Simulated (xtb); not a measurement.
CH9ClOSi3, SMILES Cl[Si@H](O[SiH2]C)[SiH3]. All values are semi-empirical tight-binding results from xtb (GFN2-xTB unless named), good for trends rather than for accurate numbers. The structure is a stationary point at GFN2-xTB. The structure was generated by enumeration; whether it is a known compound was not checked. One conformer was computed; it need not be the lowest.

A frequency run showed that this geometry is not a minimum.

```json
{
 "orbital_gap": "4.31 eV",
 "dipole_moment": "2.10 D",
 "static polarisability (D4 model)": "116.4 bohr³",
 "solvation energy, GFN2-xTB/ALPB(water)": "-0.6 kcal/mol",
 "solvation energy, GFN2-xTB/ALPB(hexane)": "-4.9 kcal/mol"
}
```
